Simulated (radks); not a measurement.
Values are calculated unless marked as measured or tabulated.
Q: All-electron atom: Ho LXVI in 1s1.75 2s0.25 (fractional occupations, a model configuration). Code: a radial shooting solver on a logarithmic mesh with Libxc functionals. Model: Dirac Kohn-Sham, revPBE, spin-unpolarised, spherical densities, point nucleus. Some entries of the table are withheld. Estimate them.

| orbital | occ. | eigenvalue (eV) | r(max) (bohr) | <r^2> (bohr^2) |
|---|---|---|---|---|
| 1s1/2 | 1.75 | (1) | (2) | 0.0005793 |
| 2s1/2 | 0.25 | -15928.70 | 0.07197 | (3) |
| 2p1/2 | 0 | (4) | (5) | 0.005658 |
| 2p3/2 | 0 | (6) | (7) | 0.006653 |
| 3s1/2 | 0 | -6918.830 | 0.1845 | (8) |

A: 
(1) 1s1/2 eigenvalue (eV): -63710.51
(2) 1s1/2 r(max) (bohr): 0.01306
(3) 2s1/2 <r^2> (bohr^2): 0.008080
(4) 2p1/2 eigenvalue (eV): -15812.25
(5) 2p1/2 r(max) (bohr): 0.05336
(6) 2p3/2 eigenvalue (eV): -14801.24
(7) 2p3/2 r(max) (bohr): 0.05900
(8) 3s1/2 <r^2> (bohr^2): 0.04165
